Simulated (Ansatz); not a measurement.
# A ladder of methods for SiNH4O2 (SMILES N[Si](O)O)

SiNH4O2 has 8 atoms, charge 0, and is taken as a doublet. SMILES: `N[Si](O)O`. The shape was relaxed beforehand at PBE0/def2-SVP. This is one conformer, not always the lowest.

Each level gives the adiabatic electron affinity (to the singlet anion, shapes relaxed at PBE0/def2-SVP, no zero-point term) (eV). The values are calculated.

The electron affinity is E(neutral) − E(anion): positive where the electron is bound.

```csv
level,kind,program,value (eV)
USVWN5/def2-SVP,LDA,Ansatz,0.43
UPBE/def2-SVP,GGA,Ansatz,0.39
U-r2SCAN/def2-SVP,meta-GGA,Ansatz,0.28
UB3LYP/def2-SVP,global hybrid,Ansatz,0.44
UCAM-B3LYP/def2-SVP,range-separated hybrid,Ansatz,0.39
UB2PLYP/def2-SVP,double hybrid,Ansatz,0.29
RPA@PBE/def2-SVP,RPA,Ansatz,0.46
UMP2/def2-SVP,perturbation theory,Ansatz,0.10
```

The values span 0.10 to 0.46 eV.
